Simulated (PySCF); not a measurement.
Compound: C6H8FN.
Cartesian coordinates in Å at the PBE0-D3(BJ)/def2-SVP level; atoms count from 1:
```
atom  x, y, z in Å
N1     2.9096   -0.7850    1.0863
C2     1.9209   -1.7030    0.5484
C3     0.6289   -1.1026    0.1934
C4    -0.4142   -0.5417   -0.0727
C5    -1.6556    0.1136   -0.3772
C6    -1.7045    1.2231   -1.4195
C7    -1.8543    1.5533    0.0167
F8    -0.8333    2.1862    0.6325
H9     3.0829   -0.0412    0.4122
H10    2.5275   -0.3219    1.9094
H11    1.7506   -2.5098    1.2818
H12    2.3466   -2.2021   -0.3389
H13   -2.5453   -0.5217   -0.3016
H14   -0.7476    1.4909   -1.8735
H15   -2.5741    1.2850   -2.0780
H16   -2.8275    1.8543    0.4182
```

Computed with PySCF at PBE0/pcSseg-1 and CAM-B3LYP/def2-SVPD, non-relativistic, on one gas-phase PBE0-D3(BJ)/def2-SVP geometry that isn't relaxed in the solvent. The solvent is an IEF-PCM continuum (cavity from Bondi-type radii × 1.2). Specific hydrogen bonds and non-electrostatic terms are outside this model.

Gas phase at PBE0/pcSseg-1: HOMO -6.89 eV, LUMO 0.67 eV, dipole 2.40 D.

What does the continuum do to the energy, the frontier levels and the dipole at PBE0/pcSseg-1 in tetrahydrofuran and dimethylsulfoxide?

| solvent | ε | E(solvent) − E(gas) (kcal/mol) | polarisation term (kcal/mol) | distortion of the solute (kcal/mol) | HOMO (eV) | LUMO (eV) | dipole (D) |
| --- | --- | --- | --- | --- | --- | --- | --- |
| tetrahydrofuran | 7.426 | -6.45 | -7.05 | 0.60 | -6.98 | 0.76 | 2.95 |
| dimethylsulfoxide | 46.83 | -7.85 | -8.75 | 0.90 | -7.00 | 0.76 | 3.08 |

The polarisation term is half the interaction of the solute with the surface charges that it induces; the rest is the cost of distorting the solute's density. The sum is the electrostatic part of solvation alone. From tetrahydrofuran to dimethylsulfoxide the lowering changes by a factor 1.22, Onsager's factor (ε − 1)/(2ε + 1) by 1.19 and ε itself by 6.3.

Which radius a makes the point-dipole formula ΔE = −[(ε − 1)/(2ε + 1)]·μ²/a³ give the value in dimethylsulfoxide, with the gas-phase dipole?

μ = 0.943 au and |ΔE| = 0.01250 Eh give a = 1.72 Å; the farthest nucleus lies 3.55 Å from the centroid of the nuclei, so such a sphere wouldn't even hold the nuclei. The formula assumes a rigid point dipole at the centre of a sphere.

Give the dipole vector in the frame of the coordinates (D, pointing from negative to positive charge), gas and dimethylsulfoxide.

Gas (-2.15, 0.31, -1.02), solvent (-2.76, 0.45, -1.28). Its length changes by +28 % and its direction by 1°.

Which ESP-fitted charges (PBE0/pcSseg-1) respond most in dimethylsulfoxide (means over atoms taken as equivalent)?

```csv
atoms,environment,gas (e),solvent (e),change
N1,primary amine nitrogen,-1.092,-1.184,-0.092
C4,alkyne carbon,-0.057,-0.106,-0.049
H9/H10,N–H hydrogen,+0.402,+0.436,+0.034
C2,sp3 carbon bound to nitrogen,+0.729,+0.761,+0.032
F8,alkyl fluorine,-0.190,-0.213,-0.023
H16,methine hydrogen,+0.105,+0.127,+0.022
H13,methine hydrogen,+0.125,+0.146,+0.021
H15,methylene hydrogen,+0.156,+0.174,+0.018
```

Which Mayer bond orders change most in dimethylsulfoxide?

| bond | length (Å) | gas | solvent | change |
| --- | --- | --- | --- | --- |
| C7–F8 | 1.350 | 0.950 | 0.928 | -0.022 |
| C2–C3 | 1.468 | 1.069 | 1.090 | +0.021 |
| C4–C5 | 1.436 | 1.096 | 1.083 | -0.013 |
| C2–H11 | 1.104 | 0.930 | 0.923 | -0.007 |
| C2–H12 | 1.104 | 0.931 | 0.924 | -0.007 |
| C7–H16 | 1.095 | 0.960 | 0.953 | -0.007 |
| C6–C7 | 1.481 | 0.966 | 0.972 | +0.006 |
| C7–C5 | 1.506 | 0.905 | 0.911 | +0.006 |

How do the nuclear quadrupole coupling constants eQVzz/h respond in dimethylsulfoxide?

```
  nucleus  Q (barn)  gas (MHz)  solvent (MHz)  η gas  η solvent
14N at N1   0.02044      -5.47          -5.25   0.22       0.26
```

Gas phase at CAM-B3LYP/def2-SVPD: HOMO -8.32 eV, LUMO 1.23 eV, dipole 2.57 D.

What does the continuum do to the energy, the frontier levels and the dipole at CAM-B3LYP/def2-SVPD in tetrahydrofuran and dimethylsulfoxide?

```csv
solvent,ε,E(solvent) − E(gas) (kcal/mol),polarisation term (kcal/mol),distortion of the solute (kcal/mol),HOMO (eV),LUMO (eV),dipole (D)
tetrahydrofuran,7.426,-6.48,-7.23,0.75,-8.35,1.33,3.26
dimethylsulfoxide,46.83,-7.91,-9.05,1.14,-8.37,1.32,3.43
```

The atom shares or the degeneracy of the LUMO differ from the gas phase in tetrahydrofuran and dimethylsulfoxide, so that column needn't follow one orbital.

How does the static polarisability (CAM-B3LYP/def2-SVPD, frozen core, with the continuum's full static response) change?

```
           medium  isotropic (au)  principal values (au)  ⟨r²⟩ of the electrons (bohr²)
              gas            80.1      63.5, 67.6, 109.2                         1340.1
  tetrahydrofuran           100.0      81.3, 85.4, 133.4                         1339.8
dimethylsulfoxide           105.3      86.9, 90.5, 138.5                         1339.7
```

The isotropic value in dimethylsulfoxide is 1.31 times the gas-phase one; no cavity-field correction is applied. ⟨r²⟩ is taken about the centre of nuclear charge.
